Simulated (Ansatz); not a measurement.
Stepwise reaction of `[OH][Al]([F])[F]` with hydrogen sulfide, as a gas-phase model of exchange steps in deposition or etching. ΔE in kJ/mol; ΔG adds harmonic PBE0-D4 terms to CCSD(T)/CBS, at 1 bar.

Computed with Ansatz on PBE0-D4/def2-TZVP structures; ΔE is electronic, products minus reactants. CBS: MP2 limit from def2 TZ/QZ plus the TZ coupled-cluster correction, frozen cores. This one scheme is used for every species. Functionals use def2-TZVPP. B3LYP here is the variant with VWN-RPA as its local correlation; programs differ in this. One conformer a species, not always the lowest.

| step | reaction | PBE-D4 | B3LYP-D4 | ωB97M-V | CCSD(T)/CBS | ΔG(500 K) |
| --- | --- | --- | --- | --- | --- | --- |
| 2 | `[OH][Al]([F])[SH]` + H₂S → `[OH][Al]([SH])[SH]` + H–F | 62.6 | 74.7 | 72.7 | 68.8 | 75.2 |

Give the row of step 1, `[OH][Al]([F])[F]` + H₂S → `[OH][Al]([F])[SH]` + H–F. (Estimate.)

Ansatz gave: 
```tsv
step	reaction	PBE-D4	B3LYP-D4	ωB97M-V	CCSD(T)/CBS	ΔG(500 K)
1	`[OH][Al]([F])[F]` + H₂S → `[OH][Al]([F])[SH]` + H–F	57.9	70.5	68.1	66.3	74.1
```

By hand: ΔE of the 2 steps together at CCSD(T)/CBS.

(66.3) + (68.8) = 135.1 kJ/mol, or 67.5 kJ/mol a step.

In ΔE the steps differ by no more than 2.5 kJ/mol. All are uphill at CCSD(T)/CBS. ΔG lies between 74.1 and 75.2 kJ/mol a step. PBE-D4 differs from CCSD(T)/CBS by -8.4 to -6.2 kJ/mol a step. Isolated molecules leave out the surface, adducts and barriers. Largest T1 diagnostic: 0.013.
